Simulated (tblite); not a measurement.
Species: C4H2NO2 (doublet state).
SMILES with atom numbers: `[N:1]#[C:2]/[CH:3]=[CH:4]/[C:5]([O:6])=[O:7]` (hydrogens: H8 on C3; H9 on C4)

Structure optimised with GFN2-xTB, isolated species. This method treats the open shell by occupation alone, without spin polarisation.

Question: What internal coordinates does the optimisation give?

Answer: 
```csv
bond,length (bohr)
N1≡C2,2.161
C2–C3,2.675
C3=C4,2.486
C4–C5,3.168
"C5–O6, C5=O7",2.264
C3–H8,2.048
C4–H9,2.032
```

Bonds in one row agree within 0.02 bohr and their mean is given. A selection of angles:
```csv
angle,degrees
N1–C2–C3,178.5
C2–C3–C4,121.1
C2–C3–H8,116.0
C4–C3–H8,122.9
C3–C4–C5,119.7
C3–C4–H9,128.8
C5–C4–H9,111.5
C4–C5–O6,109.8
C4–C5–O7,107.0
O6–C5–O7,143.2
```

Torsions: C2–C3–C4–C5 180° (antiperiplanar); C3–C4–C5–O6 0° (synperiplanar).

C4 (carbon bonded to 2 C and H) is planar (angles 128.8°, 119.7° and 111.5°, sum 360.0°, 0.00 Å off the plane of its three neighbours). The 7 heavy atoms lie in one plane (0.000 Å rms). The 3 C–C bonds span 1.315 Å (C3=C4, drawn double) to 1.676 Å (C4–C5, drawn single), a spread of 0.361 Å. C5 (carbon bonded to C and 2 O) is planar (angles 143.2°, 109.8° and 107.0°, sum 360.0°, 0.00 Å off the plane of its three neighbours). Of the pairs four or more bonds apart, O6···H8 is among the closest relative to their van der Waals radii: 2.44 Å, 90 % of the sum of Bondi's values. C3 (carbon bonded to 2 C and H) is planar (angles 122.9°, 121.1° and 116.0°, sum 360.0°, 0.00 Å off the plane of its three neighbours).

Point group: Cs (tolerance 0.08 Å). GFN2-xTB frequencies show an imaginary mode (58i cm⁻¹), so the point is no minimum at that level.

These are computed values.
